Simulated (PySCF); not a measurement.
## Working out the ionisation energy of Ta⁺

Ta⁺ [Xe] 4f14 5d3 6s1 (5F) → Ta²⁺ [Xe] 4f14 5d3 (4F). Computed with PySCF 2.14 in def2-TZVPPD with the def2 core potential (60 electrons) (6s5p3d2f1g, 59 functions), with a scalar-relativistic core potential. Frozen: 5s2 5p6. Energies in hartree (1 hartree = 27.21139 eV):

```
            part  Ta⁺ (lower)  Ta²⁺ (upper)
             UHF   -56.082247    -55.562612
CCSD correlation    -0.032209     -0.016513
             (T)    -0.000432     -0.000082
```

Q: What does Hartree-Fock give?

A: (-55.562612) − (-56.082247) = 0.519635 hartree = 14.140 eV.

Q: What do CCSD and CCSD(T) give?

A: The CCSD correlation energies differ by 0.015696 hartree = 0.427 eV and the triples by 0.000350 hartree = 0.010 eV, so CCSD gives 14.567 eV and CCSD(T) 14.577 eV.

Reference: 16.2 ± 0.5 eV (semi-empirical (NIST evaluation); NIST Atomic Spectra Database, ionization energies), between the lowest levels; spin-orbit coupling is absent from the calculation.

What remains against the reference includes basis incompleteness, the frozen core and higher excitations.
